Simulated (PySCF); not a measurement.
Input file for PySCF: R-B3LYP/LANL2DZ on ClHPb (SMILES [Cl][PbH]), a point of a bond scan (R = 2.235 Å).

```python
from pyscf import gto, scf, dft, mp
from pyscf.data.elements import chemcore

mol = gto.M(
    atom='''
    Pb   -0.21816163   -0.21253453    0.29359630
    H    -1.60956265   -1.02179257   -1.25735042
    Cl    1.13334803    1.07733808   -1.35741397
    ''',
    basis='lanl2dz',
    ecp={'Cl': 'lanl2dz', 'Pb': 'lanl2dz'},
    charge=0, spin=0, verbose=3, max_memory=1800)
mf = dft.RKS(mol, xc='b3lyp')
mf.conv_tol = 1e-8
mf.max_cycle = 100
mf.kernel()
if not mf.converged:
    mf = mf.newton().run(mf.mo_coeff, mf.mo_occ)
```

Problem. Predict the final total energy.

Solution. -19.0320 hartree.
